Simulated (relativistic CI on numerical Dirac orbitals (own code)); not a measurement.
Method of calculation: Dirac-Coulomb-Breit CI, separate exchange-only KLI orbitals for each configuration, a model potential for QED, unscaled Slater integrals (own radial code, finite nucleus).

Configurations in the expansion (outside the closed core 1s2): 2s, 2p, 3s, 3p, 3d, 4s, 4p, 4d, 4f, 5s, 5p, 5d, 5f, 5g, 6s, 6p, 6d. Levels of other configurations are missing.

At this charge energies of transitions that change n are usually good to better than 1 %, and those within a shell (Δn = 0) to a few per cent.

Outline of the computed level scheme of Tm LXVII. Lowest level of each configuration: 2s 2S_1/2 at 0.0 eV; 2p 2P°_1/2 at 173.0 eV; 3s 2S_1/2 at 9501.1 eV; 3p 2P°_1/2 at 9548.0 eV; 3d 2D_3/2 at 9886.7 eV; 4s 2S_1/2 at 12760.9 eV; 4p 2P°_1/2 at 12779.9 eV; 4d 2D_3/2 at 12922.0 eV; 4f 2F°_5/2 at 12962.1 eV.

Some strong electric-dipole decays among the lowest 15 levels: 3d 2D_5/2 → 2p 2P°_3/2 (1.3e+15 s⁻¹); 3d 2D_3/2 → 2p 2P°_1/2 (1.2e+15 s⁻¹); 3p 2P°_1/2 → 2s 2S_1/2 (5.4e+14 s⁻¹); 4d 2D_5/2 → 2p 2P°_3/2 (4.2e+14 s⁻¹); 4d 2D_3/2 → 2p 2P°_1/2 (4.1e+14 s⁻¹); 3p 2P°_3/2 → 2s 2S_1/2 (4.0e+14 s⁻¹); 4f 2F°_7/2 → 3d 2D_5/2 (2.8e+14 s⁻¹); 4f 2F°_5/2 → 3d 2D_3/2 (2.7e+14 s⁻¹).
